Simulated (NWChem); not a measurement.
System: BGeH5; SMILES [BH2][GeH3]

The following NWChem deck was run.

```
start job
memory heap 200 mb stack 900 mb global 1100 mb
geometry units angstroms noautosym nocenter noautoz
  B      0.007148    -1.726048     0.001497
  Ge     0.010008     0.332402     0.009181
  H     -1.395888     0.950770     0.137473
  H      0.911187     0.944577     1.099334
  H      0.580164     0.787352    -1.355731
  H      0.970210    -2.349044     0.379753
  H     -0.940795    -2.342946    -0.422233
end
basis spherical
  * library 6-31g*
end
dft
  xc hfexch
  iterations 150
end
property
  shielding 5 1 2 3 5 6
end
task dft property
```

NWChem printed, in part:

```
             Northwest Computational Chemistry Package (NWChem) 7.3.0
             --------------------------------------------------------

                             Geometry "geometry" -> ""
                             -------------------------

 Output coordinates in angstroms (scale by  1.889725989 to convert to a.u.)

  No.       Tag          Charge          X              Y              Z
 ---- ---------------- ---------- -------------- -------------- --------------
    1 B                    5.0000     0.00714800    -1.72604800     0.00149700
    2 Ge                  32.0000     0.01000800     0.33240200     0.00918100
    3 H                    1.0000    -1.39588800     0.95077000     0.13747300
    4 H                    1.0000     0.91118700     0.94457700     1.09933400
    5 H                    1.0000     0.58016400     0.78735200    -1.35573100
    6 H                    1.0000     0.97021000    -2.34904400     0.37975300
    7 H                    1.0000    -0.94079500    -2.34294600    -0.42223300

 Effective nuclear repulsion energy (a.u.)      94.6400713054

  xc_inp: hfexch multiplicative factor not found.
                              NWChem Property Module
                              ----------------------

  itol2e modified to match energy
  convergence criterion.

                                 NWChem DFT Module
                                 -----------------

 Summary of "ao basis" -> "ao basis" (spherical)
 ------------------------------------------------------------------------------
       Tag                 Description            Shells   Functions and Types
 ---------------- ------------------------------  ------  ---------------------
 B                           6-31g*                  6       14   3s2p1d
 Ge                          6-31g*                 12       32   5s4p3d
 H                           6-31g*                  2        2   2s

  itol2e modified to match energy
  convergence criterion.

            General Information
            -------------------
          SCF calculation type: DFT
          Wavefunction type:  closed shell.
          No. of atoms     :     7
          No. of electrons :    42
           Alpha electrons :    21
            Beta electrons :    21
          Charge           :     0
          Spin multiplicity:     1
          Use of symmetry is: off; symmetry adaption is: off
          Maximum number of iterations: 150
          AO basis - number of functions:    56
                     number of shells:    28
          Convergence on energy requested:  1.00D-07
          Convergence on density requested:  1.00D-05
          Convergence on gradient requested:  5.00D-04

              XC Information
              --------------
                     Hartree-Fock (Exact) Exchange  1.000

      Superposition of Atomic Density Guess
      -------------------------------------

 Sum of atomic energies:       -2102.03868766

      Non-variational initial energy
      ------------------------------

 Total energy =   -2102.648913
 1-e energy   =   -3116.975958
 2-e energy   =     919.686974
 HOMO         =      -0.299064
 LUMO         =      -0.047364

   convergence    iter        energy       DeltaE   RMS-Dens  Diis-err
 ---------------- ----- ----------------- --------- --------- ---------
 d= 0,ls=0.0,diis     1  -2102.5910613923 -2.20D+03  5.95D-03  9.93D-02
 d= 0,ls=0.0,diis     2  -2102.6163663608 -2.53D-02  1.82D-03  9.45D-03
 d= 0,ls=0.0,diis     3  -2102.6185279367 -2.16D-03  5.80D-04  1.94D-03
 d= 0,ls=0.0,diis     4  -2102.6187566864 -2.29D-04  1.55D-04  6.69D-05
 d= 0,ls=0.0,diis     5  -2102.6187708982 -1.42D-05  6.48D-05  3.68D-06
  Resetting Diis
 d= 0,ls=0.0,diis     6  -2102.6187726504 -1.75D-06  1.65D-05  1.67D-07
 d= 0,ls=0.0,diis     7  -2102.6187727309 -8.05D-08  1.73D-06  4.94D-09

         Total DFT energy =    -2102.618772730906
      One electron energy =    -3118.923135692631
           Coulomb energy =     1004.751641865859
    Exchange-Corr. energy =      -83.087350209510
 Nuclear repulsion energy =       94.640071305377

 Numeric. integr. density =        0.000000000000

                       DFT Final Molecular Orbital Analysis
                       ------------------------------------

 Vector   19  Occ=2.000000D+00  E=-4.620432D-01
              MO Center=  1.9D-01,  6.5D-01, -4.3D-01, r^2= 2.3D+00
   Bfn.  Coefficient  Atom+Function         Bfn.  Coefficient  Atom+Function
  ----- ------------  ---------------      ----- ------------  ---------------
    27      0.408729  2 Ge pz                52     -0.287016  5 H  s
    51     -0.253447  5 H  s                 23     -0.171345  2 Ge pz
    25     -0.171373  2 Ge px                48      0.151487  3 H  s
    50      0.150303  4 H  s                 47      0.134491  3 H  s
    49      0.133437  4 H  s                 21      0.071842  2 Ge px

 Vector   20  Occ=2.000000D+00  E=-4.524545D-01
              MO Center= -1.4D-01,  3.4D-01,  3.7D-01, r^2= 3.3D+00
   Bfn.  Coefficient  Atom+Function         Bfn.  Coefficient  Atom+Function
  ----- ------------  ---------------      ----- ------------  ---------------
    25      0.377758  2 Ge px                48     -0.247659  3 H  s
    50      0.248365  4 H  s                 47     -0.213354  3 H  s
    49      0.213960  4 H  s                 27      0.158494  2 Ge pz
    21     -0.157119  2 Ge px                 3     -0.141058  1 B  px
    54     -0.107105  6 H  s                 56      0.107294  7 H  s

 Vector   21  Occ=2.000000D+00  E=-4.087328D-01
              MO Center=  2.4D-02, -6.8D-01, -3.2D-02, r^2= 2.7D+00
   Bfn.  Coefficient  Atom+Function         Bfn.  Coefficient  Atom+Function
  ----- ------------  ---------------      ----- ------------  ---------------
    26      0.459316  2 Ge py                 4     -0.359101  1 B  py
    22     -0.188313  2 Ge py                 8     -0.167328  1 B  py
    54      0.128770  6 H  s                 56      0.128706  7 H  s
    52      0.124047  5 H  s                 24      0.117524  2 Ge s
     6     -0.111170  1 B  s                 51      0.104136  5 H  s

 Vector   22  Occ=0.000000D+00  E= 5.974939D-02
              MO Center= -7.4D-03, -1.4D+00,  3.9D-02, r^2= 3.0D+00
   Bfn.  Coefficient  Atom+Function         Bfn.  Coefficient  Atom+Function
  ----- ------------  ---------------      ----- ------------  ---------------
     9      0.531590  1 B  pz                52      0.393441  5 H  s
    31      0.340760  2 Ge pz                 5      0.299553  1 B  pz
     7     -0.223247  1 B  px                48     -0.206389  3 H  s
    50     -0.204719  4 H  s                 29     -0.143044  2 Ge px
     3     -0.125774  1 B  px                51      0.081128  5 H  s

 Vector   23  Occ=0.000000D+00  E= 1.590507D-01
              MO Center=  4.0D-03,  7.2D-01,  2.8D-02, r^2= 6.3D+00
   Bfn.  Coefficient  Atom+Function         Bfn.  Coefficient  Atom+Function
  ----- ------------  ---------------      ----- ------------  ---------------
    30      1.651465  2 Ge py                 6      1.459155  1 B  s
    28     -0.648729  2 Ge s                  8      0.548855  1 B  py
    52     -0.275220  5 H  s                 48     -0.203637  3 H  s
    50     -0.201952  4 H  s                 31     -0.130713  2 Ge pz
    24     -0.103251  2 Ge s                  1     -0.102495  1 B  s

 Vector   24  Occ=0.000000D+00  E= 1.789227D-01
              MO Center=  1.6D-01,  1.3D-01, -3.7D-01, r^2= 5.9D+00
   Bfn.  Coefficient  Atom+Function         Bfn.  Coefficient  Atom+Function
  ----- ------------  ---------------      ----- ------------  ---------------
    29      1.423555  2 Ge px                48      0.896437  3 H  s
    50     -0.900222  4 H  s                 31      0.597700  2 Ge pz
    54     -0.172382  6 H  s                 56      0.170734  7 H  s
    25      0.104606  2 Ge px                47      0.089518  3 H  s
    49     -0.089877  4 H  s                  7     -0.088026  1 B  px

     Multipole analysis of the density
     ---------------------------------

     L   x y z        total         alpha         beta         nuclear
     -   - - -        -----         -----         ----         -------
     0   0 0 0     -0.000000    -21.000000    -21.000000     42.000000

     1   1 0 0     -0.018509     -0.463614     -0.463614      0.908720
     1   0 1 0     -0.244137     -0.119549     -0.119549     -0.005040
     1   0 0 1      0.042916     -0.110703     -0.110703      0.264322

     2   2 0 0    -20.953110    -19.306402    -19.306402     17.659694
     2   1 1 0      0.029100      0.085539      0.085539     -0.141979
     2   1 0 1     -0.576937     -1.702474     -1.702474      2.828012
     2   0 2 0    -21.397572    -67.577698    -67.577698    113.757823
     2   0 1 1     -0.085496     -0.549167     -0.549167      1.012838
     2   0 0 2    -19.818326    -15.963264    -15.963264     12.108201

          -----------------------------------------
          Chemical Shielding Tensors (GIAO, in ppm)
          -----------------------------------------

                                NWChem CPHF Module
                                ------------------

  scftype          =     RHF
  nclosed          =       21
  nopen            =        0
  variables        =      735
  # of vectors     =        3
  tolerance        = 0.10D-03
  level shift      = 0.00D+00
  max iterations   =       50
  max subspace     =       30

 SCF residual:    4.7788185729180574E-005

Iterative solution of linear equations
  No. of variables      735
  No. of equations        3
  Maximum subspace       30
        Iterations       50
       Convergence  1.0D-04

   iter   nsub   residual    time
   ----  ------  --------  ---------
     1      3    1.62D+00       8.1
     2      6    4.46D-01       9.1
     3      9    3.50D-02      10.1
     4     12    5.32D-03      11.2
     5     15    1.35D-03      12.2
     6     18    1.81D-04      13.3
     7     21    1.84D-05      14.3

      Atom:    1  B
        Diamagnetic
    188.7526      0.0072      0.9182
      0.0072    205.2544      0.0960
      0.9182      0.0960    186.9505

        Paramagnetic
   -243.7062      2.7303    -88.1556
      2.7303   -208.1774     -5.9781
    -88.1556     -5.9781    -70.6916

        Total Shielding Tensor
    -54.9535      2.7375    -87.2375
      2.7375     -2.9230     -5.8821
    -87.2375     -5.8821    116.2589

           isotropic =      19.4608
          anisotropy =     200.5284

          Principal Components and Axis System
                 1           2           3
              153.1464    -91.5724     -3.1917

      1        -0.3867      0.9221     -0.0135
      2        -0.0415     -0.0028      0.9991
      3         0.9213      0.3870      0.0394

      Atom:    2  Ge
        Diamagnetic
   2756.7556      0.0939     -0.1345
      0.0939   2760.8671     -0.1973
     -0.1345     -0.1973   2757.0184

        Paramagnetic
   -833.9947     -5.8398     34.3048
     -5.8398   -854.4487     13.9900
     34.3048     13.9900   -901.2939

        Total Shielding Tensor
   1922.7609     -5.7459     34.1702
     -5.7459   1906.4183     13.7927
     34.1702     13.7927   1855.7246

           isotropic =    1894.9679
          anisotropy =      63.2101

          Principal Components and Axis System
                 1           2           3
             1937.1080   1909.6865   1838.1093

      1         0.9219     -0.0841     -0.3781
      2         0.0015      0.9769     -0.2137
      3         0.3873      0.1964      0.9008

      Atom:    3  H
        Diamagnetic
     39.5443     -8.3685     -1.6442
     -8.3685     26.4863      0.7633
     -1.6442      0.7633     21.8708

        Paramagnetic
     -2.4896      3.0421      0.8641
      3.0421     -0.7807      0.2646
      0.8641      0.2646      1.3635

        Total Shielding Tensor
     37.0548     -5.3263     -0.7801
     -5.3263     25.7056      1.0279
     -0.7801      1.0279     23.2343

           isotropic =      28.6649
          anisotropy =      15.8614

          Principal Components and Axis System
                 1           2           3
               39.2391     24.0800     22.6755

      1         0.9265      0.3379     -0.1654
      2        -0.3699      0.7375     -0.5650
      3        -0.0689      0.5847      0.8083

      Atom:    4  H
        Diamagnetic
     24.5767      2.5572     -6.9643
      2.5572     24.8801     -6.1134
     -6.9643     -6.1134     38.3344

        Paramagnetic
      2.0161     -0.7002      2.3194
     -0.7002     -0.4403      1.6657
      2.3194      1.6657     -2.5613

        Total Shielding Tensor
     26.5928      1.8570     -4.6448
      1.8570     24.4398     -4.4477
     -4.6448     -4.4477     35.7731

           isotropic =      28.9352
          anisotropy =      15.5152

          Principal Components and Axis System
                 1           2           3
               39.2787     24.6527     22.8742

      1        -0.3666      0.9228     -0.1187
      2        -0.3089     -0.0003      0.9511
      3         0.8776      0.3853      0.2852

      Atom:    5  H
        Diamagnetic
     30.0817     -5.3595      1.9927
     -5.3595     31.6414     -2.1411
      1.9927     -2.1411     25.7683

        Paramagnetic
    -15.4450      8.7668     -7.3387
      8.7668     -5.1052      3.4496
     -7.3387      3.4496      0.1142

        Total Shielding Tensor
     14.6366      3.4073     -5.3460
      3.4073     26.5362      1.3084
     -5.3460      1.3084     25.8825

           isotropic =      22.3518
          anisotropy =       8.5055

          Principal Components and Axis System
                 1           2           3
               28.0221     27.4246     11.6086

      1        -0.3868      0.1902      0.9023
      2        -0.0778      0.9683     -0.2375
      3         0.9189      0.1621      0.3597
```

Level: Hartree-Fock/6-31G* (spherical d), GIAO. Structure relaxed at the PBE0/def2-SVP level. The output numbers the shielded atoms by their place in the input's list. The printed shielding anisotropy is the first printed principal value minus the mean of the other two.
